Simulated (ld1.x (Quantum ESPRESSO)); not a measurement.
# Br (Z = 35), RRKJ: configuration errors across variants

* Element: bromine (Br)
* Generator: ld1.x (Quantum ESPRESSO) 7.5
* Type: norm-conserving RRKJ (Kleinman–Bylander form)
* Functional: PBE
* Relativity: scalar-relativistic
* Frozen core: [Ne]
* Valence charge: 25
* Reference configuration: 3s2 3p6 3d10 4s2 4p5
* Partial waves: 3p (bound): rc 0.65 bohr; 3d (bound): rc 1.00 bohr; 3s (bound): rc 0.60 bohr
* Local potential: the s channel
* Core correction: none

Occupied shells without a wave of their own: 4p, 4s. They enter only through the test configuration that unscreens the potential.

All-electron excitation energies from the reference (eV): (1) 3s2 3p6 3d10 4s2 4p4 12.554; (2) 3s2 3p6 3d10 4s2 4p3 35.314; (3) 3s2 3p6 3d10 4s2 4p2 69.297; (4) 3s1 3p6 3d10 4s2 4p5 250.255; (5) 3s2 3p6 3d9 4s2 4p5 78.443; (6) 3s2 3p6 3d10 4s1 4p5 25.558; (7) 3s2 3p6 3d10 4s1 4p6 12.371.

For the base: The 4p, 4s levels have no wave, so the channel is fitted at the deeper level alone: the likely source of the large errors.

1 further variants failed, have other tests or too few solved ones, and are left out.

The file “base” misses its own reference levels by 0.4 eV. The file “all radii scaled by about 1.14 (s 0.68, p 0.74, d 1.14 bohr)” misses its own reference levels by 0.8 eV. The file “all radii scaled by about 1.26 (s 0.76, p 0.82, d 1.26 bohr)” misses its own reference levels by 1.6 eV. The file “all radii scaled by about 1.34 (s 0.80, p 0.88, d 1.34 bohr)” misses its own reference levels by 2.1 eV.

Errors AE − PS in meV (a dash: test not solved or not reliable):

| change | (1) | (2) | (3) | (4) | (5) | (6) | (7) | bound ghosts |
| --- | --- | --- | --- | --- | --- | --- | --- | --- |
| base | -65 | -160 | -289 | -351 | +338 | -411 | -327 | none |
| all radii scaled by about 1.14 (s 0.68, p 0.74, d 1.14 bohr) | -206 | -506 | -907 | -503 | +651 | -924 | -680 | none |
| all radii scaled by about 1.26 (s 0.76, p 0.82, d 1.26 bohr) | -425 | -1044 | -1865 | -635 | +1010 | -1770 | -1274 | none |
| all radii scaled by about 1.34 (s 0.80, p 0.88, d 1.34 bohr) | -561 | -1378 | -2461 | -749 | +1326 | -2394 | -1736 | none |

(1) Give the same row for: all radii scaled by about 0.77 (s 0.46, p 0.50, d 0.78 bohr).

## Answers

(1) -44, -110, -198, -130, +81, -295, -237; bound ghosts: none.
